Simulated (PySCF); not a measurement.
Br2H2OSn, SMILES [OH][SnH]([Br])[Br].

Geometry optimised at PBE0-D3(BJ)/def2-SVP. The structure was generated by enumeration; whether it is a known compound was not checked. The def2 effective core potentials stand for the cores of Sn; spin–orbit coupling is left out. Other conformers were not sampled.

Two levels are set side by side: PBE/def2-TZVP (PySCF) and r2SCAN/def2-TZVP (PySCF). Same geometry, gas phase. Differences are taken from unrounded values.

| quantity | r2SCAN | PBE | PBE minus r2SCAN |
|---|---|---|---|
| orbital gap (eV) | 4.67 | 4.14 | -0.54 |
| highest occupied level (eV) | -7.65 | -7.29 | 0.36 |
| lowest empty level (eV) | -2.97 | -3.15 | -0.18 |
| dipole moment (D) | 0.60 | 0.54 | -0.06 |
| mean polarisability (bohr³) | 81.7 | 84.5 | 2.7 |

Rough cost on one machine, each run with all the roots and properties that it gave: r2SCAN against PBE about 3 times.
